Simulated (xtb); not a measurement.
xtb input (GFN2-xTB):

```bash
xtb mol.xyz --gfn 2 --ohess tight --chrg 1 --uhf 0
```
mol.xyz:
```
4

Sn    -0.47562927     0.05090776     0.28082712
O      0.80657249     0.39502861    -0.80690705
O     -1.84617118    -0.11859741     1.30304363
H      1.53248093    -0.30877333    -0.80561092
```

Output:

```
           -------------------------------------------------
          |                Calculation Setup                |
           -------------------------------------------------

           -------------------------------------------------
          |                 G F N 2 - x T B                 |
           -------------------------------------------------

        Reference                      10.1021/acs.jctc.8b01176
      * Hamiltonian:
        H0-scaling (s, p, d)           1.850000    2.230000    2.230000
        zeta-weighting                 0.500000
      * Dispersion:
        s8                             2.700000
        a1                             0.520000
        a2                             5.000000
        s9                             5.000000
      * Repulsion:
        kExp                           1.500000    1.000000
        rExp                           1.000000
      * Coulomb:
        alpha                          2.000000
        third order                    shell-resolved
        anisotropic                    true
        a3                             3.000000
        a5                             4.000000
        cn-shift                       1.200000
        cn-exp                         4.000000
        max-rad                        5.000000

          ...................................................
          :                      SETUP                      :
          :.................................................:
          :  # basis functions                  19          :
          :  # atomic orbitals                  18          :
          :  # shells                            8          :
          :  # electrons                        16          :
          :  max. iterations                   250          :
          :  Hamiltonian                  GFN2-xTB          :
          :  restarted?                      false          :
          :  GBSA solvation                  false          :
          :  PC potential                    false          :
          :  electronic temp.          300.0000000     K    :
          :  accuracy                    1.0000000          :
          :  -> integral cutoff          0.2500000E+02      :
          :  -> integral neglect         0.1000000E-07      :
          :  -> SCF convergence          0.1000000E-05 Eh   :
          :  -> wf. convergence          0.1000000E-03 e    :
          :  Broyden damping             0.4000000          :
          :  net charge                          1          :
          :  unpaired electrons                  0          :
          ...................................................

 iter      E             dE          RMSdq      gap      omega  full diag
   1     13.8627745  0.138628E+02  0.555E+01    0.13       0.0  T
   2     -4.6518269 -0.185146E+02  0.388E+01   17.25       1.0  T
   3     -6.1670898 -0.151526E+01  0.218E+01   14.22       1.0  T
   4     -9.9327232 -0.376563E+01  0.328E+01    3.97       1.0  T
   5     -8.5773588  0.135536E+01  0.192E+01    6.83       1.0  T
   6     -8.9105964 -0.333238E+00  0.123E+01    6.29       1.0  T
[...]
                xx          xy          yy          xz          yz          zz
 q only:        4.284      -0.802      -3.460      -4.573       0.512      -0.824
  q+dip:        2.674      -0.943      -1.898      -2.375       0.613      -0.776
   full:       -0.582      -1.659       1.523       2.479       1.021      -0.941

           -------------------------------------------------
          |                Geometry Summary                 |
           -------------------------------------------------

      molecular mass/u    :      151.7168632
   center of mass at/Å    :       -0.5143024      -0.0541884       0.3768229
  moments of inertia/u·Å² :        0.2461693E+01   0.1094813E+03   0.1119430E+03
rotational constants/cm⁻¹ :        0.6847984E+01   0.1539772E+00   0.1505912E+00

 * 3 selected distances

     #   Z          #   Z                                           value/Å
     1  50 Sn       2   8 O                                       1.8812378 (max)
     1  50 Sn       3   8 O                                       1.7530111
     2   8 O        4   1 H                                       0.9816959 (min)

 * 2 distinct bonds (by element types)

   Z      Z             #   av. dist./Å        max./Å        min./Å
   1 H    8 O           1     0.9816959     0.9816959     0.9816959
   8 O   50 Sn          2     1.8171244     1.8812378     1.7530111

           -------------------------------------------------
          |               Frequency Printout                |
           -------------------------------------------------
 projected vibrational frequencies (cm⁻¹)
eigval :       -0.00    -0.00    -0.00     0.00     0.00     0.00
eigval :      130.23   265.44   449.81   705.45   750.27  3246.16
 reduced masses (amu)
   1: 16.43   2: 66.61   3: 70.26   4: 97.18   5: 55.54   6: 47.21   7: 36.67   8:  6.62
   9: 19.95  10: 30.29  11:  6.52  12:  1.87
 IR intensities (km·mol⁻¹)
   1: 66.69   2:  1.47   3:  4.18   4: 13.41   5: 16.53   6: 57.12   7: 12.26   8:162.77
   9: 29.46  10: 39.60  11:124.64  12:445.95
 Raman intensities (Ä⁴*amu⁻¹)
   1:  0.00   2:  0.00   3:  0.00   4:  0.00   5:  0.00   6:  0.00   7:  0.00   8:  0.00
   9:  0.00  10:  0.00  11:  0.00  12:  0.00
 output can be read by thermo (or use thermo option).
 writing <g98.out> molden fake output.
 recommended (thermochemical) frequency scaling factor: 1.0
           -------------------------------------------------
          |             Thermodynamic Functions             |
           -------------------------------------------------

cs  symmetry found (for desy threshold:  0.10E+00) used in thermo

          ...................................................
          :                      SETUP                      :
          :.................................................:
          :  # frequencies                           6      :
          :  # imaginary freq.                       0      :
          :  linear?                             false      :
          :  only rotor calc.                    false      :
          :  symmetry                               cs      :
          :  rotational number                       1      :
          :  scaling factor                  1.0000000      :
Note: The following floating-point exceptions are signalling: IEEE_UNDERFLOW_FLAG IEEE_DENORMAL
normal termination of xtb
          :  rotor cutoff                   50.0000000 cm⁻¹ :
          :  imag. cutoff                  -20.0000000 cm⁻¹ :
          :.................................................:

    mode    ω/cm⁻¹     T·S(HO)/kcal·mol⁻¹    T·S(FR)/kcal·mol⁻¹   T·S(vib)
   ------------------------------------------------------------------------
       1    130.23    -0.87733 ( 97.87%)    -0.77244 (  2.13%)    -0.87510
       2    265.44    -0.48470 ( 99.87%)    -0.56176 (  0.13%)    -0.48480
   ------------------------------------------------------------------------

   temp. (K)  partition function   enthalpy   heat capacity  entropy
                                   cal/mol     cal/K/mol   cal/K/mol   J/K/mol
 298.15  VIB   3.56                 1011.581      6.555      5.909
         ROT  0.133E+05              888.752      2.981     21.846
         INT  0.472E+05             1900.333      9.536     27.756
         TR   0.181E+28             1481.254      4.968     40.942
         TOT                        3381.5870    14.5043    68.6975   287.4302

       T/K    H(0)-H(T)+PV         H(T)/Eh          T*S/Eh         G(T)/Eh
   ------------------------------------------------------------------------
    298.15    0.538890E-02    0.180267E-01    0.326404E-01   -0.146136E-01
   ------------------------------------------------------------------------

         :::::::::::::::::::::::::::::::::::::::::::::::::::::
         ::                  THERMODYNAMIC                  ::
         :::::::::::::::::::::::::::::::::::::::::::::::::::::
         :: total free energy         -10.198081377684 Eh   ::
         ::.................................................::
         :: total energy              -10.183467737853 Eh   ::
         :: zero point energy           0.012637835681 Eh   ::
         :: G(RRHO) w/o ZPVE           -0.027251475512 Eh   ::
         :: G(RRHO) contrib.           -0.014613639831 Eh   ::
         :::::::::::::::::::::::::::::::::::::::::::::::::::::

optimized geometry written to: xtbopt.xyz

           -------------------------------------------------
          | TOTAL ENERGY              -10.183467737853 Eh   |
          | TOTAL ENTHALPY            -10.165441000237 Eh   |
          | TOTAL FREE ENERGY         -10.198081377684 Eh   |
          | GRADIENT NORM               0.000226222239 Eh/α |
          | HOMO-LUMO GAP               3.335951565665 eV   |
           -------------------------------------------------

------------------------------------------------------------------------
------------------------------------------------------------------------
 total:
 SCF:
 ANC optimizer:
 analytical hessian:
```

It need not be the lowest isomer of its formula.
